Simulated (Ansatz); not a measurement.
## Four-centre ligand exchange

Start structure (SiNH₃F₄, closed shell), relaxed at PBE0-D4/def2-TZVP:

```csv
atom,x (Å),y (Å),z (Å)
Si1,-0.8224,0.2242,-0.3821
F2,-0.2755,-0.6688,-1.5887
F3,-2.2310,0.6084,-1.0367
F4,-1.3960,-0.5158,0.9124
F5,-0.2616,1.7115,-0.2218
H6,1.0961,-1.2812,0.5697
N7,1.0106,-0.2755,0.4695
H8,1.1046,0.1446,1.3878
H9,1.7754,0.0525,-0.1102
```

The step: SiF₄ ([F][Si]([F])([F])[F]) + NH₃ → SiNH₂F₃ ([NH2][Si]([F])([F])[F]) + HF; bonds formed: F2–H6; dative contacts that become bonds: Si1–N7; bonds broken: Si1–F2, H6–N7. Computed with Ansatz 0.2.0 (basis: def2-TZVPP and def2-QZVPP); correlated methods freeze the cores. Extrapolation: Hartree–Fock as exp(−7.88 √X), correlation as X^−2.97. Energies below are by CCSD(T) at an estimated basis limit (MP2 extrapolated from triple and quadruple zeta, plus CCSD(T) − MP2 in triple zeta).

**Question.** What are the electronic barrier and the energy of the step, from the start structure to the end structure? (An estimate is asked for; the value comes from the calculation.)

**Answer.** Computed: Barrier 1.662 eV; step energy 0.883 eV (uphill); reverse barrier, their difference, 0.779 eV. Barrier and step energy count from the start structure, the reverse barrier from the end structure.

The saddle point: One imaginary mode of 703i cm⁻¹.
| pair | start (Å) | saddle (Å) | end (Å) |
| --- | --- | --- | --- |
| Si1–N7 | 2.08 | 1.80 | 1.70 |
| F2–H6 | 2.63 | 1.14 | 0.94 |
| Si1–F2 | 1.60 | 2.07 | 3.68 |
| H6–N7 | 1.01 | 1.28 | 1.78 |

Zero-point energy (harmonic, PBE0-D4): ZPE is 1.419 eV at the start and 1.276 eV at the saddle, so the barrier goes from 1.662 to 1.518 eV.

No T1 diagnostic of these runs exceeds 0.012.

The step is the kind of exchange with an N–H group that builds nitride films in atomic layer and chemical vapour deposition.

Labels in which every atom is bracketed show which atoms are joined, not bond orders.

For scale, one of the runs: CCSD(T)/def2-TZVPP, 239 basis functions, launched by `ansatz run in.yaml --threads 8 --pin off --events-out ev --progress --plain --max-ram 19148MiB`. Time: 2.2 min of wall clock on 8 CPU threads of an Arm Neoverse V2; the host was shared. Peak host memory: 5.1 GiB.
